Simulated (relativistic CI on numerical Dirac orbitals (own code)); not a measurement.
Cu³⁺: resonant inelastic scattering at the L2,3 edge

Computed with this model: Dirac-Coulomb-Breit CI, orbitals from a KLI potential per configuration, model QED (radiative potential, 1s self-energy scaled to tabulated hydrogen-like ionisation energies), valence Slater integrals scaled by 0.7, Kramers-Heisenberg scattering through one core-hole configuration in a parametric crystal field; configurations [Ar] 3d8 → [He] 2s2 2p5 3s2 3p6 3d9; 80 K; core-hole width 0.4 eV; summed over polarisations. Incident energies are the highest absorption maxima for each field (at most a few, so the weaker spin-orbit partner edge can be absent), on the computed scale of the free ion. Intensities are in per cent of the strongest line above 0.02 eV; levels within 1 cm⁻¹ are merged; final levels count from the ground level, the first row holds all elastic scattering, lines under 0.4 are left out and each table stops after 24 rows. The scale of the Slater integrals is a model choice and moves the terms in proportion.

Field parameters in Wybourne normalisation: D4h B²₀ = −7Ds, B⁴₀ = 21(Dq − Dt), B⁴₄ = 21√(5/14) Dq. The field is a parameter set, without covalency.

S is read from ⟨S²⟩ = S(S + 1).

D4h, 10Dq = 20850, Ds = -1500, Dt = -140 cm⁻¹:

```csv
Final level (eV),Degeneracy,Irrep,S,935.1 eV,935.9 eV,957.1 eV
0.000,3,B2+E,1.00,196.0,225.1,35.0
1.603,1,A1,0.04,7.9,1.4,3.1
1.936,1,B1,0.06,8.3,4.2,14.8
2.533,1,B1,0.99,43.9,5.5,3.8
2.554,2,E,1.00,100.0,20.5,6.9
2.608,1,B2,1.00,30.4,41.7,5.0
2.640,1,A2,1.00,6.2,20.1,9.8
2.647,1,A1,0.99,9.8,16.8,3.2
2.661,2,E,1.00,54.1,68.0,11.7
2.675,1,B1,1.00,22.6,8.0,0.4
3.636,1,A1,0.86,4.0,10.9,0.8
3.679,1,A2,1.00,5.4,10.5,1.3
3.742,2,E,1.00,15.7,47.7,4.7
3.805,1,B2,1.00,19.6,11.8,1.5
3.819,1,B1,0.99,17.0,10.8,6.0
3.844,1,A1,0.34,0.5,6.2,39.7
4.355,2,E,0.51,4.7,11.3,1.9
4.431,1,A1,0.97,2.9,26.5,22.6
4.441,2,E,0.72,5.4,20.3,1.2
4.506,1,B2,0.02,6.1,0.5,2.4
5.111,2,E,0.03,0.9,2.3,29.9
5.923,1,A2,0.07,0.3,0.4,26.9
6.034,1,A1,1.00,0.5,8.4,5.1
6.043,2,E,0.99,2.7,8.4,0.3
```

D4h, 10Dq = 20850, Ds = -860, Dt = -140 cm⁻¹:

```csv
Final level (eV),Degeneracy,Irrep,S,935.3 eV,935.7 eV,957 eV
0.000,2,E,1.00,177.7,202.9,28.7
0.000,1,B2,1.00,7.9,37.7,7.8
1.796,1,A1,0.05,8.7,1.8,6.2
1.936,1,B1,0.06,8.4,5.5,15.5
2.573,1,B1,0.98,26.5,4.8,5.3
2.576,2,E,1.00,100.0,18.7,5.9
2.698,1,A2,1.00,10.1,28.4,10.3
2.701,1,B2,1.00,22.2,47.0,6.3
2.705,1,A1,0.99,12.1,23.1,4.4
2.715,2,E,1.00,31.8,92.9,16.1
2.729,1,B1,1.00,22.3,15.3,0.3
3.569,1,A1,0.36,2.6,2.9,16.7
3.752,1,A2,1.00,6.1,7.7,0.4
3.800,2,E,1.00,18.5,32.9,2.4
3.801,1,A1,0.85,3.5,11.3,23.9
3.848,1,B2,1.00,20.3,8.7,0.9
3.862,1,B1,0.99,18.8,10.6,6.2
4.229,2,E,1.00,10.7,31.2,0.6
4.252,1,A1,0.98,7.2,29.2,21.2
4.509,1,B2,0.02,5.7,1.0,3.0
4.555,2,E,0.03,6.2,3.4,4.0
5.103,2,E,0.02,1.0,1.9,31.1
5.611,1,A2,0.02,0.4,0.3,26.2
6.054,1,A1,1.00,0.9,5.0,3.3
```

For the first field the strongest loss at the lowest incident energy is the level at 2.55 eV (S = 1.00, against 1.00 in the thermal ground state). Levels of other spin, the first over 8 % at 1.94 eV, appear because spin-orbit coupling of the core hole, and in heavier ions of the valence shell too, mixes spins.
